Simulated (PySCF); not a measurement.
**One molecule, many inputs**

Molecule: SMILES C(C=C)c1ccsc1[O-], [C7H7OS]-; geometry GFN2-xTB.

Molfile (atoms numbered from 1):
```
C7H7OS
     RDKit          3D

 16 16  0  0  0  0  0  0  0  0999 V2000
   -2.3506   -0.2423   -0.9761 C   0  0  0  0  0  0  0  0  0  0  0  0
   -1.6778    0.3460   -0.0005 C   0  0  0  0  0  0  0  0  0  0  0  0
   -0.8793   -0.3630    1.0395 C   0  0  0  0  0  0  0  0  0  0  0  0
    0.5790   -0.0224    0.8608 C   0  0  0  0  0  0  0  0  0  0  0  0
    1.3450   -0.4213   -0.2546 C   0  0  0  0  0  0  0  0  0  0  0  0
    2.6307   -0.0028   -0.2373 C   0  0  0  0  0  0  0  0  0  0  0  0
    2.9862    0.9348    1.1902 S   0  0  0  0  0  0  0  0  0  0  0  0
    1.2451    0.7513    1.7977 C   0  0  0  0  0  0  0  0  0  0  0  0
    0.8908    1.2595    2.8617 O   0  0  0  0  0  0  0  0  0  0  0  0
   -2.4079   -1.3176   -1.0532 H   0  0  0  0  0  0  0  0  0  0  0  0
   -2.8673    0.3142   -1.7436 H   0  0  0  0  0  0  0  0  0  0  0  0
   -1.6240    1.4270    0.0459 H   0  0  0  0  0  0  0  0  0  0  0  0
   -1.0434   -1.4453    0.9692 H   0  0  0  0  0  0  0  0  0  0  0  0
   -1.1740   -0.0213    2.0362 H   0  0  0  0  0  0  0  0  0  0  0  0
    0.9290   -1.0156   -1.0568 H   0  0  0  0  0  0  0  0  0  0  0  0
    3.4108   -0.1720   -0.9554 H   0  0  0  0  0  0  0  0  0  0  0  0
  1  2  2  0
  2  3  1  0
  3  4  1  0
  4  5  1  0
  5  6  2  0
  6  7  1  0
  7  8  1  0
  8  9  1  0
  8  4  2  0
  1 10  1  0
  1 11  1  0
  2 12  1  0
  3 13  1  0
  3 14  1  0
  5 15  1  0
  6 16  1  0
M  CHG  1   9  -1
M  END
```

All runs: PySCF, non-relativistic, gas phase unless a solvent (IEF-PCM) is named; grid level 2, GIAOs and SCF threshold 1e-9 unless changed. The yardstick, PBE0/pcSseg-1, gives these isotropic shieldings σ (ppm, equivalent atoms averaged): C8 2.6, C2 29.3, C1 83.2, C6 92.8, C4 97.1, C3 148.4, S7 331.6.

Q: What do these inputs give? (1) B97-D/6-31G*; aux def2-universal-jfit; max_cycle 83; (2) PBE0/6-31++G**; diis off; max_cycle 80; (3) B3LYP/def2-SVPD; conv 1e-08; (4) wB97X-D/pcSseg-1; level_shift 0.2; aux def2-qzvpp-jkfit

A: 
```
run        outcome  functions  wall time    C8    C2     C1     C6     C4     C3     S7
  1      converged        144       27 s  28.7  59.9  103.0  109.7  112.3  154.1  386.8
  2  not converged        208      110 s     –     –      –      –      –      –      –
  3      converged        246       65 s  12.8  42.6   97.1  101.6  102.9  154.9  384.7
  4      converged        195       50 s  -0.4  26.8   81.9   92.3   97.6  149.6  326.0
```

Times are on 1 thread of an Arm Neoverse V1, shared host.

Q: Comment on the technical settings and failures.

A: 
- Run 1: The functional and orbital basis differ from the yardstick's, which in itself moves the values. The cycle limit changes the path of the SCF (15 cycles), not the solution, provided the same state is reached. The other auxiliary basis adds little: it changes only the density-fitting error.
- Run 2: The SCF stopped after 80 cycles without meeting its threshold, with DIIS switched off and the cycle limit at 80, so no response property followed.
- Run 4: The functional differs from the yardstick's, which in itself moves the values. The level shift changes the path of the SCF (15 cycles), not the solution, provided the same state is reached. The other auxiliary basis adds little: it changes only the density-fitting error.

Run 2 was set up unsoundly or failed; its numbers aren't to be quoted as properties of the molecule.
